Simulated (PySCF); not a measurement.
**Simulated absorption spectrum**

C2H5Ga.
Z-matrix (Å and degrees, PBE0-D3(BJ)/def2-SVP geometry), rows numbered from 1:
```
C 
C   1  1.3421
Ga  2  1.9516  1  120.79
H   1  1.0971  2  121.74  3    -0.12
H   1  1.0978  2  122.61  3   179.86
H   2  1.0981  1  117.66  3  -179.86
H   3  1.5716  2  121.66  1  -179.52
H   3  1.5739  2  117.07  1     0.40
```

Method used: PySCF, TDDFT CAM-B3LYP/def2-SVPD, vertical, gas phase, core orbitals frozen in the response. Relativistic effects, spin–orbit coupling among them, are left out although an element past zinc is present.

Each state is given a Gaussian of 0.5 eV full width at half maximum, with ε(max) = 2.175×10⁸ f / Δν̃ (Δν̃ the width in cm⁻¹). The width is an assumption, not a result. The curve ends short of the highest state used, and states not computed would add to its high-energy end.

```tsv
λ (nm)	ε (L mol⁻¹ cm⁻¹)
163.9	9298
168.7	2309
173.4	510
178.1	446
182.9	388
187.6	197
192.3	220
197.0	1033
201.8	3540
206.5	7192
211.2	9443
215.9	8460
220.7	5356
225.4	2552
230.1	950
234.9	293
239.6	107
244.3	80
249.0	90
253.8	99
258.5	92
263.2	74
267.9	51
272.7	31
277.4	17
282.1	8
286.8	4
291.6	1
296.3	1
301.0	0
```

(1) Locate the maxima and give the states behind the curve.

(2) On this curve, what absorbance would a 10⁻³ mol/L sample give at 266 nm over a 1 cm path?

(3) Coming from long wavelengths, where does ε first pass 100 L mol⁻¹ cm⁻¹?

## Answers

(1) 254 nm (4.88 eV), ε about 99, made up of S1 (98%); 212 nm (5.85 eV), ε about 9500, made up of S3 (100%); 179 nm (6.91 eV), ε about 460, made up of S4 (98%) (ε in L mol⁻¹ cm⁻¹; maxima over ε = 5, shares over 10%). At its high-energy end, 7.56 eV, the curve is still rising (ε about 9100, from S5, S6 and S7). The states used: S1 4.87 eV (f 0.0018); S2 5.29 eV (f 0.0002); S3 5.85 eV (f 0.176); S4 6.89 eV (f 0.0083); S5 7.67 eV (f 0.083); S6 7.77 eV (f 0.030); S7 7.86 eV (f 0.176); S8 7.95 eV (f 0.010); S9 8.11 eV (f 0.287); S10 8.16 eV (f 0.0028).

(2) 266 nm is 4.661 eV, where ε is about 60 L mol⁻¹ cm⁻¹, so A = ε c l ≈ 0.06 (Beer–Lambert, with the gas-phase spectrum and the assumed width).

(3) At about 240 nm (5.16 eV), 0.30 eV above S1.

All these states lie below the vertical ionisation energy of 10.35 eV (ΔSCF).

Time: 93 s; peak memory 0.56 GiB. Hardware: one thread of an Intel Xeon at 2.70 GHz, on a shared host.
